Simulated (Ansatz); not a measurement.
Total energies of Si(OH)Cl3 (SiCl3OH) from Ansatz at r2SCAN-D4/def2-TZVPD, gas phase (1 Eh = 27.2114 eV = 2625.5 kJ/mol). The reference geometry is relaxed at r2SCAN-D4/def2-SVP.

| state | geometry | energy (Eh) |
| --- | --- | --- |
| charge 0 singlet | reference | -1746.07783 |
| charge -1 doublet | reference | -1746.06210 |
| free Si atom (triplet) | – | -289.34127 |
| free O atom (triplet) | – | -75.05928 |
| free H atom (doublet) | – | -0.49993 |
| free Cl atom (doublet) | – | -460.11735 |

**Question.** Work out the vertical electron affinity, to the doublet.

**Answer.** E(charge 0 singlet) − E(charge -1 doublet) = -1746.07783 − (-1746.06210) = -0.01573 Eh = -0.43 eV; negative, so the extra electron isn't bound.

**Question.** What is the binding energy per atom against free atoms?

**Answer.** Atoms: 1 × (-289.34127) + 1 × (-75.05928) + 1 × (-0.49993) + 3 × (-460.11735) = -1745.25253 Eh. Binding: -1745.25253 − (-1746.07783) = 0.82530 Eh = 22.46 eV, or 3.74 eV for each of 6 atoms (no zero-point energy, no counterpoise term).

At r2SCAN-D4/def2-TZVPD the highest occupied level of the charge -1 doublet lies above zero (up to 1.77 eV). By energy differences it is unbound by 0.43 eV (vertical, against the charge 0 singlet, at r2SCAN-D4/def2-TZVPD) and held by the finite basis.
